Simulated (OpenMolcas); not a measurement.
# Au2+: moving or changing the point charges

Au2+ among 6 point charges of -1.5 e arranged as an octahedron (Oh), 1.84 Å from the ion.

- Program: OpenMolcas 26.06
- Method: SS-CASPT2, IPEA 0.25 Eh, imaginary shift 0.1 Eh (closed shells correlated: 5s 5p)
- Basis: ANO-RCC-VDZP [7s6p4d2f]
- Scalar Hamiltonian: DKH2, point nucleus
- Active space: 9 electrons in 5 orbitals (5d)
- State averaging: 2S+1 = 2 even, 5 roots
- Spin-orbit coupling: state interaction with AMFI integrals over the reference wave functions

Runs around this geometry, states (labels of O, the rotations of Oh). Energies in cm-1 above the lowest state or level, χT in cm3 K/mol; 10Dq is the gap between the two states.

```json
{"R (Å)": "1.84", "q (e)": "-0.98", "Ground state": "2E", "First state of that spin": "2T2 8790", "10Dq": "8786", "First gap with spin-orbit (degeneracies)": "6690 (4, 2)", "χT at 300 K": "0.960"}
{"R (Å)": "1.73", "q (e)": "-1.5", "Ground state": "2E", "First state of that spin": "2T2 17410", "10Dq": "17410", "First gap with spin-orbit (degeneracies)": "14550 (4, 2)", "χT at 300 K": "0.788"}
{"R (Å)": "1.84", "q (e)": "-1.5", "Ground state": "2E", "First state of that spin": "2T2 13480", "10Dq": "13480", "First gap with spin-orbit (degeneracies)": "10890 (4, 2)", "χT at 300 K": "0.860"}
```

Taking |10Dq| as R^-n, n = -ln(13480 / 17410) / ln(1.84 / 1.73) = 4.2 between the shortest and longest distance. The point-charge formula for a cubic d site gives n = 5.

Scaling the charges by -0.98 / -1.5 = 0.65 scales |10Dq| by 8786 / 13480 = 0.65; with fixed orbitals a first-order splitting would follow the charge.

Roots that are degenerate in the reference are averaged as groups; the widest CASPT2 spread within a group is 40 cm-1 (the 2-fold group of multiplicity 2 near 0 cm-1 above the lowest state of its run, R = 1.84, q = -0.98). Shifts and gaps below about the spread of the groups concerned are not significant. An orbital doublet at a regular site is open to a Jahn-Teller distortion, which this geometry leaves out. Free-ion shares, where given, are those of the reference states; single-state CASPT2 does not remix them. Point charges carry no covalency, so the field is a model and not that of real ligands. No measured value stands beside these numbers.
